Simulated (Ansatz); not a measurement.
B8N⁺. Total charge 1; singlet. Geometry PBE0-D4/def2-SVP; atoms count from 1.

```xyz
9

N     0.183   -1.358   -0.809
B     1.691   -0.563    1.190
B     0.978    0.755    1.478
B    -0.878   -0.866   -1.462
B    -1.276    1.435   -0.170
B    -0.008    0.052    0.028
B    -1.668    0.446   -1.265
B    -0.219    1.589    0.954
B     1.198   -1.490    0.056
```

The restricted singlet is unstable towards broken spin symmetry in Hartree–Fock (as tested in another run); at PBE0-D4/def2-TZVP this wasn't settled. Another isomer (singlet) lies 0.52 eV lower at PBE0-D4/def2-TZVP; other spin states weren't run for this one.

Q: Estimate the Mulliken populations from the PBE0/def2-TZVP orbitals of Ansatz.

A: 
```tsv
atom	charge (e)
N1	0.33
B2	0.12
B3	0.13
B4	0.03
B5	0.13
B6	-0.07
B7	0.12
B8	0.19
B9	0.02
```
Mulliken values and Mayer orders depend strongly on the basis.

Q: And the Mayer bond orders between bonded heavy atoms (over 0.3)?

A: N1–B4 1.46 (1.34 Å); N1–B6 0.64 (1.65 Å); N1–B9 1.46 (1.34 Å); B2–B3 1.31 (1.53 Å); B2–B9 1.22 (1.54 Å); B3–B6 0.53 (1.89 Å); B3–B8 1.13 (1.55 Å); B4–B6 0.32 (1.95 Å); B4–B7 1.22 (1.55 Å); B5–B6 0.53 (1.89 Å); B5–B7 1.31 (1.53 Å); B5–B8 1.13 (1.55 Å); B6–B8 0.64 (1.81 Å); B6–B9 0.32 (1.96 Å). Values over 0.3 also appear between atoms too far apart for a bond (B2–B6 0.40 at 2.15 Å; B6–B7 0.40 at 2.14 Å); they arise where an orbital or an unpaired electron spreads over both atoms.
